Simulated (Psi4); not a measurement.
C$_{2}$H$_{2}$Cl (SMILES [CH]=CCl), doublet, geometry from GFN2-xTB; REVPBE/def2-SVP (Psi4).

Psi4 was given this input:
```
memory 2 GB

molecule {
0 2
C    -0.15812136    0.84949158    0.00022359
C     0.97259348    1.42818972    0.01535444
Cl   -0.33990486   -0.95740851   -0.00651845
H    -1.13412407    1.30084788   -0.01044600
H     2.02567392    1.30900905    0.02779152
}

set {
  basis def2-svp
  reference uks
}

energy('revpbe')
print_variables()
```

### Question
Predict the main parts of the log of this Psi4 run.

### Answer

```
   => Loading Basis Set <=

    Name: DEF2-SVP
    Role: ORBITAL
    Keyword: BASIS

         ---------------------------------------------------------
                                   SCF
               by Justin Turney, Rob Parrish, Andy Simmonett
                          and Daniel G. A. Smith
                              UKS Reference
         ---------------------------------------------------------

  ==> Geometry <==

    Molecular point group: c1
    Full point group: C1

    Geometry (in Angstrom), charge = 0, multiplicity = 2:

       Center              X                  Y                   Z               Mass
    ------------   -----------------  -----------------  -----------------  -----------------
         C           -0.138198968443     0.907165203725    -0.000000000077    12.000000000000
         C            0.992616168943     1.485865172894    -0.000000000077    12.000000000000
         CL          -0.320050711361    -0.899740597588    -0.000000000077    34.968852682000
         H           -1.114259336556     1.358522930396     0.000000003607     1.007825032230
         H            2.045770005890     1.366684126186     0.000000000926     1.007825032230

  Running in c1 symmetry.

  Rotational constants: A =      1.99661  B =      0.20791  C =      0.18830 [cm^-1]
  Rotational constants: A =  59856.91134  B =   6233.05161  C =   5645.20240 [MHz]
  Nuclear repulsion =   80.088202112638854

  Charge       = 0
  Multiplicity = 2
  Electrons    = 31
  Nalpha       = 16
  Nbeta        = 15

  ==> Algorithm <==

  SCF Algorithm Type is DF.
  DIIS enabled.
  MOM disabled.
  Fractional occupation disabled.
  Guess Type is SAD.
  Energy threshold   = 1.00e-06
  Density threshold  = 1.00e-06
  Integral threshold = 1.00e-12

  ==> Primary Basis <==

  Basis Set: DEF2-SVP
    Blend: DEF2-SVP
    Number of shells: 26
    Number of basis functions: 56
    Number of Cartesian functions: 59
    Spherical Harmonics?: true
    Max angular momentum: 2

  ==> DFT Potential <==

   => LibXC <=

    Version 7.1.2
    S. Lehtola, C. Steigemann, M. J. T. Oliveira, and M. A. L. Marques,  SoftwareX 7, 1–5 (2018) (10.1016/j.softx.2017.11.002)

   => Composite Functional: REVPBE <=

    revPBE GGA Exchange-Correlation Functional

    Y. Zhang and W. Yang, Phys. Rev. Lett. 80, 890, 1998

    Deriv               =              1
    GGA                 =           TRUE
    Meta                =          FALSE

    Exchange Hybrid     =          FALSE
    MP2 Hybrid          =          FALSE

   => Exchange Functionals <=

    1.0000   XC_GGA_X_PBE_R

   => Correlation Functionals <=

    1.0000     XC_GGA_C_PBE

   => LibXC Density Thresholds  <==

    XC_GGA_C_PBE:  1.00E-12
    XC_GGA_X_PBE_R:  1.00E-15

   => Molecular Quadrature <=

    Radial Scheme          =       TREUTLER
    Pruning Scheme         =           NONE
    Nuclear Scheme         =       TREUTLER

    Blocking Scheme        =         OCTREE
    BS radius alpha        =              1
    Pruning alpha          =              1
    Radial Points          =             75
    Spherical Points       =            302
    Total Points           =         106929
    Total Blocks           =            867
    Max Points             =            255
    Max Functions          =             55
    Weights Tolerance      =       1.00E-15

   => Loading Basis Set <=

    Name: (DEF2-SVP AUX)
    Role: JKFIT
    Keyword: DF_BASIS_SCF

  ==> Integral Setup <==

  SCF_SUBTYPE=INCORE selected. In-core MEM_DF algorithm will be used.
  Using in-core AOs.

  ==> MemDFJK: Density-Fitted J/K Matrices <==

    J tasked:                   Yes
    K tasked:                    No
    wK tasked:                   No
    Algorithm:                 Core
    Schwarz Cutoff:           1E-12
    Mask sparsity (%):       0.5740
    Fitting Condition:        1E-10

   => Auxiliary Basis Set <=

  Basis Set: (DEF2-SVP AUX)
    Blend: DEF2-UNIVERSAL-JKFIT
    Number of shells: 100
[...]

   -------------------------
    Irrep   Nso     Nmo
   -------------------------
     A         56      56
   -------------------------
    Total      56      56
   -------------------------

  ==> Iterations <==

                           Total Energy        Delta E     RMS |[F,P]|

   @DF-UKS iter SAD:  -536.87322160692850   -5.36873e+02   0.00000e+00
   @DF-UKS iter   1:  -536.63746033166422    2.35761e-01   1.61476e-02 DIIS/ADIIS
   @DF-UKS iter   2:  -535.29237074628600    1.34509e+00   2.79972e-02 DIIS/ADIIS
   @DF-UKS iter   3:  -537.11685956326767   -1.82449e+00   6.26016e-03 DIIS/ADIIS
   @DF-UKS iter   4:  -537.08529528864085    3.15643e-02   7.81973e-03 DIIS/ADIIS
   @DF-UKS iter   5:  -537.19242626708456   -1.07131e-01   3.23189e-04 DIIS/ADIIS
   @DF-UKS iter   6:  -537.19270644274195   -2.80176e-04   1.62027e-04 DIIS/ADIIS
   @DF-UKS iter   7:  -537.19277661493106   -7.01722e-05   5.81344e-05 DIIS
   @DF-UKS iter   8:  -537.19279056050698   -1.39456e-05   1.93476e-05 DIIS
   @DF-UKS iter   9:  -537.19279329920153   -2.73869e-06   7.56569e-06 DIIS
   @DF-UKS iter  10:  -537.19279365088835   -3.51687e-07   3.55963e-06 DIIS
   @DF-UKS iter  11:  -537.19279368825323   -3.73649e-08   3.73975e-07 DIIS
  Energy and wave function converged.

  ==> Post-Iterations <==

   Electrons on quadrature grid:
      Nalpha   =   15.9999990861 ; deviation = -9.139e-07
      Nbeta    =   14.9999998821 ; deviation = -1.179e-07
      Ntotal   =   30.9999989682 ; deviation = -1.032e-06

   @Spin Contamination Metric:   8.400080225E-03
   @S^2 Expected:                7.500000000E-01
   @S^2 Observed:                7.584000802E-01
   @S   Expected:                5.000000000E-01
   @S   Observed:                5.000000000E-01

    Orbital Energies [Eh]
    ---------------------

    Alpha Occupied:

[...]
      16A     -0.221700

    Alpha Virtual:

[...]
      56A      3.210942

    Beta Occupied:

[...]
    Beta Virtual:

[...]
    Final Occupation by Irrep:
              A
    DOCC [    15 ]
    SOCC [     1 ]
    NA   [    16 ]
    NB   [    15 ]

  @DF-UKS Final Energy:  -537.19279368825323

   => Energetics <=

    Nuclear Repulsion Energy =             80.0882021126388537
    One-Electron Energy =                -897.3003751786732209
    Two-Electron Energy =                 319.6799058432372931
    DFT Exchange-Correlation Energy =     -39.6605264654561864
    Empirical Dispersion Energy =           0.0000000000000000
    VV10 Nonlocal Energy =                  0.0000000000000000
    Total Energy =                       -537.1927936882532322

  UHF NO Occupations:
  HONO-2 :   14  A 1.9990588
  HONO-1 :   15  A 1.9972315
  HONO-0 :   16  A 1.0000000
  LUNO+0 :   17  A 0.0027685
  LUNO+1 :   18  A 0.0009412
  LUNO+2 :   19  A 0.0003227
  LUNO+3 :   20  A 0.0001160

Computation Completed

Properties will be evaluated at   0.000000,   0.000000,   0.000000 [a0]

Properties computed using the SCF density matrix

 Multipole Moments:

 ------------------------------------------------------------------------------------
     Multipole            Electronic (a.u.)      Nuclear  (a.u.)        Total (a.u.)
 ------------------------------------------------------------------------------------

 L = 1.  Multiply by 2.5417464519 to convert [e a0] to [Debye]
 Dipole X            :         -1.0088826            1.1662478            0.1573652
 Dipole Y            :         -2.9813356            3.3784508            0.3971151
 Dipole Z            :         -0.0000000            0.0000000            0.0000000
 Magnitude           :                                                    0.4271583

 ------------------------------------------------------------------------------------

  Variable Map:
  ----------------------------------------------------------------------------
[...]
  Array Variable Map:
  ----------------------------------------------------------------------------
[...]
[...]
```
